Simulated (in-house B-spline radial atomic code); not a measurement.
A fraction x of an electron is removed from 2p in the phosphorus ion P⁺, starting from [Ne] 3s2 3p2 and keeping the highest spin. Computed with an all-electron radial atomic-structure program (B-spline basis): non-relativistic PBEsol, spin-polarised, spherical fractional occupations, point nucleus.

```tsv
x	E(x) - E(0) (eV)	2p down level (eV)
0	0.0000	-134.592
0.02	2.6982	-135.226
0.16	?	?
0.34	?	?
0.41	57.8824	-147.854
0.5	71.3234	-150.838
0.59	85.0340	-153.846
0.69	100.5869	-157.217
0.75	110.0810	-159.253
0.98	147.6149	-167.153
1	150.9649	-167.846
```

Task: What belongs in the row x = 0.16?

Result: An energy change of 21.9423 eV; 2p down at -139.701 eV.

Task: What belongs in the row x = 0.34?

Result: An energy change of 47.6134 eV; 2p down at -145.551 eV.

Task: Check Janak's theorem between x = 0.41 and 0.5.

Result: The slope of the energy is 149.34 eV; the orbital levels give 149.35 eV (-ε of the emptying orbital, averaged over the two points).
